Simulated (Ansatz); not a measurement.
Geometry optimisation, Ansatz 0.2.0, RHF/def2-SVP.

Input file:

```yaml
crystal:
  periodic: [false, false, false]
  atoms:
    - { symbol: In, position_ang: [-0.934077, -0.552169, -0.291617] }
    - { symbol: F, position_ang: [0.176964, -0.695427, 1.328436] }
    - { symbol: Cl, position_ang: [-0.490241, -2.029315, -2.015603] }
    - { symbol: Cl, position_ang: [-2.668172, 0.977988, -0.258849] }
    - { symbol: H, position_ang: [1.802126, 0.736829, 1.098824] }
    - { symbol: Cl, position_ang: [2.113501, 1.562095, 0.138809] }
basis:
  gaussian: { orbitals: def2-SVP }
hamiltonian:
  xc: hf
relax:
  f_tol: 0.03
  max_steps: 50
output:
  orbitals: {}
```

Launched with:

```bash
$ ansatz run input.yaml --threads 2 --pin off --max-ram 3072MiB --backend cpu --events-out ev --progress --plain --runs-dir out
```

Q: Where does it end, and by what steps?

A: The forces met the threshold. After 7 steps the energy has fallen by 0.182 eV; Cl6 moved furthest, 0.62 Å. Joined: In1–Cl6.

```csv
step,energy less start (eV),largest force component (eV/Å),accepted
0,0.0000,0.612,yes
1,-0.0588,0.505,yes
2,-0.1279,0.516,yes
3,-0.1630,0.720,yes
4,-0.1517,0.630,no
5,-0.1785,0.327,yes
6,-0.1815,0.126,yes
7,-0.1820,0.016,yes
```

```xyz
6
Properties=species:S:1:pos:R:3
In -0.709 -0.404 -0.221
F 0.143 -0.783 1.496
Cl -0.265 -1.868 -1.972
Cl -2.487 1.092 -0.216
H 1.702 0.675 1.019
Cl 1.617 1.288 -0.107
```

Whether the end is a true minimum wasn't checked by a vibrational analysis.

Run time: 11 s on 2 threads of Intel(R) Xeon(R) 6975P-C (Granite Rapids), on a shared host, peak memory 0.23 GiB.
